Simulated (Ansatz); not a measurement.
Reactions of CH₅FGeOS, SMILES `C[O][GeH]([F])[SH]`.

Computed with Ansatz on PBE0-D4/def2-TZVP structures; ΔE is electronic, products minus reactants. CCSD(T)/CBS is the MP2 limit (def2-TZVPP, def2-QZVPP) plus CCSD(T) − MP2 in def2-TZVPP, frozen cores. This one scheme is used for every species. For Ge outer-core shells are correlated without core-valence functions, which leaves a few kJ/mol of doubt a bond. Scalar relativity is left out up to krypton. One conformer a species, not always the lowest.

Q: Order these by ΔE at CCSD(T)/CBS, lowest first. (Best estimate.)
A. `C[O][GeH]([F])[SH]` → H–F + `C[O][Ge][SH]`
B. `C[O][GeH]([F])[SH]` + HCl → `C[O][GeH]([SH])[Cl]` + H–F
C. `C[O][GeH]([F])[SH]` + CH₃NH₂ → `N[CH2][GeH]([F])[SH]` + CH₃OH
D. `C[O][GeH]([F])[SH]` + CH₃OH → `C[O][GeH]([F])[O]C` + H₂S

A: B (-0.14 eV), D (+0.05 eV), C (+0.56 eV), A (+1.16 eV).

Largest T1 diagnostic: 0.015, for `C[O][Ge][SH]`.
